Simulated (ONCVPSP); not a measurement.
**rubidium, ONCV: configuration errors across variants**

rubidium, optimised norm-conserving Vanderbilt (ONCV), made with ONCVPSP 4.0.1 (PBEsol, scalar-relativistic). Core [Ar] 3d10, reference 4s2 4p6 5s0.5 (charge +0.5). Waves: 4s+5s: rc 2.20 bohr, ncon 5, nbas 9, qcut 5 1/bohr, 2 projectors; 4p: rc 1.90 bohr, ncon 4, nbas 8, qcut 6.7 1/bohr, 2 projectors, debl 2.2 Ha; d scattering state at 0.26 Ha: rc 2.25 bohr, ncon 4, nbas 7, qcut 3.7 1/bohr, 1 projector. Local part: polynomial inside 1.60 bohr (lpopt 5, dvloc0 -1 Ha). Core correction: Teter function, fcfact 3.5, rcfact 1.45.

In the d channel the program set the typed energies aside and used 0.050 Ha.

All-electron excitation energies from the reference (eV): (1) 4s2 4p6 5s1 -1.561; (2) 4s2 4p6 5s0 2.508; (3) 4s2 4p6 5s0 5p1 -0.069; (4) 4s2 4p6 4d1 5s0 0.649.

Errors AE − PS in meV (a dash: test not solved or not reliable):

| change | (1) | (2) | (3) | (4) | bound ghosts | GHOST(+) flags above zero |
| --- | --- | --- | --- | --- | --- | --- |
| base | 0.0 | -0.1 | +0.1 | -0.7 | none | s |
| s: qcut 3.3 | 0.0 | -0.2 | 0.0 | -0.9 | none | s |
| s: qcut 4.4 | 0.0 | -0.2 | +0.1 | -0.8 | none | s |
| s: qcut 5.3 | 0.0 | -0.1 | +0.1 | -0.7 | none | s |
| s: qcut 6 | 0.0 | -0.1 | +0.1 | -0.7 | none | none |
| s: qcut 6.8 | 0.0 | -0.1 | +0.1 | -0.6 | none | s |
| s: qcut 7.4 | 0.0 | -0.1 | +0.1 | -0.6 | none | s |

Task: Give the same row for: s: qcut 4.

Result: 0.0, -0.2, 0.0, -0.8; bound ghosts: none; GHOST(+) flags above zero: none.
